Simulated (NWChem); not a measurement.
Species: CH2ClF; SMILES ClCF

All runs: NWChem. All runs use the structure optimised with PBE0/def2-SVP. Level: PBE0/def2-SVP with SMD (1 M gas to 1 M solution), gas-phase geometry.

Question: Predict the results for solvent n-hexane. Quantities: solvation free energy (kcal/mol); cavity-dispersion-structure term (kcal/mol); dipole in solution (D).

Answer: 
```yaml
solvation free energy (kcal/mol): -2.3
cavity-dispersion-structure term (kcal/mol): -0.7
dipole in solution (D): 2.01
```
